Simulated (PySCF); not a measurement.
SMILES C[SiH](C)CC[SiH2]N (C₄H₁₅NSi₂) (GFN2-xTB optimised geometry):

```
22

Si     1.204    -1.059     0.000
C      3.110    -1.059     0.000
C      0.614    -1.993    -1.553
C      0.601     0.753     0.000
C     -0.769     0.993     0.637
Si    -2.256     0.197    -0.234
N     -2.116     0.549    -1.916
H      0.724    -1.758     1.207
H      3.509    -0.526    -0.858
H      3.501    -2.071    -0.034
H      3.506    -0.585     0.892
H     -0.468    -2.072    -1.587
H      1.016    -3.001    -1.573
H      0.940    -1.497    -2.464
H      1.338     1.358     0.536
H      0.585     1.142    -1.021
H     -0.744     0.643     1.671
H     -0.941     2.071     0.688
H     -3.509     0.837     0.177
H     -2.317    -1.237     0.109
H     -1.238     0.367    -2.375
H     -2.876     0.296    -2.525
```

Calculation: PySCF with CAM-B3LYP/def2-SVP.

Task: What are the frontier orbital energies and the dipole moment?

Result: HOMO-2 -9.70 eV, HOMO-1 -9.28 eV, HOMO -8.44 eV, LUMO 2.03 eV, LUMO+1 2.53 eV; dipole moment 1.27 D.

On the same geometry PBE/def2-SVP run with PySCF gives HOMO-2 -7.01 eV, HOMO-1 -6.60 eV, HOMO -5.56 eV, LUMO 0.22 eV, LUMO+1 0.64 eV; dipole moment 1.38 D.

Meta-Löwdin charges at CAM-B3LYP/def2-SVP: Si1 0.78, C2 -0.54, C3 -0.54, C4 -0.40, C5 -0.40, Si6 0.76, N7 -0.69, H8 -0.13, H9 0.10, H10 0.11, H11 0.11, H12 0.11, H13 0.11, H14 0.10, H15 0.10, H16 0.09, H17 0.10, H18 0.10, H19 -0.13, H20 -0.16, H21 0.21, H22 0.21.
